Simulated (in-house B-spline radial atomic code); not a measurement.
The numbers below are computed, except where a source is named.
## Ge in an electron gas of r_s = 2.4: phase shifts, screening, friction and resistivity

A nucleus sits in a uniform electron gas with a rigid positive background. The Kohn-Sham equations are solved self-consistently in the spin-unpolarised LDA (PW92), non-relativistic, on B-splines with outgoing waves at the boundary and partial waves to l = 8. The model has no lattice, no bands and no magnetic solution. Atomic units; δ_l are the phase shifts at the Fermi level, counted so that each bound state adds π, and good to about 0.0005.

The density parameter is r_s = 2.4 bohr, near that of the valence electrons of In (3 per atom, density 7.31 g/cm³, mass 114.82 u, which gives r_s = 2.41).

```
l  δ_l (rad)
0    10.4281
1     7.6006
2     3.3459
3     0.0361
4     0.0053
5     0.0008
6     0.0002
7     0.0002
8     0.0001
```

Bound levels below the band bottom (hartree): p -43.29, s -5.552, p -3.785, d -0.7109, s -0.1111 and deeper ones.

(1) Check the Friedel sum rule, and say where the screening charge sits.

(2) Find the transport cross section and the electronic stopping of a 5 keV Ge ion (mass 72.63 u).

(3) What residual resistivity would 1 atomic per cent of such centres give in In?

(4) On a substitutional site the background of one host ion, a sphere holding 3 charges, is taken out. The phase shifts for l = 0 to 4 become 10.1517, 6.8714, 3.0302, -0.0388, -0.0083. What follows?

Answers

(1) k_F = (9π/4)^(1/3)/r_s = 0.79965. The rule is Z = (2/π) Σ (2l + 1) δ_l. The terms are s 6.639, p 14.516, d 10.650, f 0.161 and 0.041 beyond, in all 32.007 against Z = 32. Bound states hold 8 s, 12 p, 10 d electrons, so the scattering states carry 2.01 in all; where a term is smaller than its bound count, the bound level has drawn weight out of the band.

(2) σ_tr = (4π/k_F²) Σ (l + 1) sin²(δ_l − δ_(l+1)). The terms for l = 0 to 3 are 0.0955, 1.6095, 0.0841, 0.0038, all together 1.7929, so σ_tr = 19.652 × 1.7929 = 35.235 bohr². With n = 3/(4π r_s³) = 0.01727, the friction coefficient is Q = n k_F σ_tr = 0.4866. For v well below v_F = 0.800, dE/dx = Q v; with 24801 eV per u at v = 1, v = √(5000/(24801 × 72.63)) = 0.0527, so dE/dx = 0.02564 hartree/bohr = 13.2 eV/nm. The largest term couples the p and d waves.

(3) Δρ = k_F n_i σ_tr/n in atomic units of 21.74 μΩ·cm. With one host atom per 3 electrons, n_i/n = 0.01/3, so Δρ = 0.7996 × 0.00333 × 35.235 × 21.74 = 2.04 μΩ·cm. This is an atom added to the gas, as on an interstitial site.

(4) The Friedel sum is now 29.00, for Z − 3 = 29. The sum in σ_tr is 0.8681, so σ_tr = 17.06 bohr² and Δρ = 0.99 μΩ·cm per atomic per cent, 0.48 times the value above. A real host ion scatters too, so this model doesn't give zero even for the host's own atom.
